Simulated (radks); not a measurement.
Values are calculated unless marked as measured or tabulated.
Coherent X-ray form factor from a spherical all-electron density. Level of theory: scalar-relativistic Kohn-Sham, LDA (Slater exchange, Perdew-Zunger correlation), spin-polarised, spherical densities, point nucleus (a radial shooting solver on a logarithmic mesh with Libxc functionals).

sin(theta)/lambda (1/angstrom)  f0 (electrons)
0.05                                    19.487
0.1                                     18.222
0.15                                    16.693
0.2                                     15.174
0.25                                    13.743
0.3                                     12.426
0.4                                     10.236
0.5                                      8.700
0.6                                      7.688
0.8                                      6.446
1                                        5.480
1.25                                     4.330
1.5                                      3.344
2                                        2.092

The species is in the configuration that NIST lists as its ground one. Which atom or ion scatters so?

Answer. The scandium ion Sc+, [Ar] 3d1 4s1. Extrapolating in s^2 from the first two rows gives f0(0) = 19.9, near the electron count 20; among species with that count, the fall with angle is slower the higher Z, and the table is that of Z = 21; from so few rows the species is fixed only to a neighbour or two.
